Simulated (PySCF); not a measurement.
**Correlation energy of O²⁺ (oxygen, charge +2)**

[He] 2s2 2p2, high-spin 3P determinant. Calculation: PySCF 2.14, in aug-cc-pCVTZ-DK with one added diffuse shell each of s, p, d, f type (8s7p5d3f, 75 functions); the spin-free X2C one-electron Hamiltonian (Gaussian nucleus). Frozen: nothing; 6 electrons correlated.

```
  level  correlation energy (mhartree)
   CCSD                        -150.89
    (T)                          -1.66
CCSD(T)                        -152.55
```

Diagnostics: T1 = 0.0040, D1 = 0.0098, largest double amplitude 0.120.

Is a single reference adequate?

Mostly. T1 lies below 0.03, but a double amplitude of this size points to a near-degeneracy that CCSD handles and MP2 describes poorly.
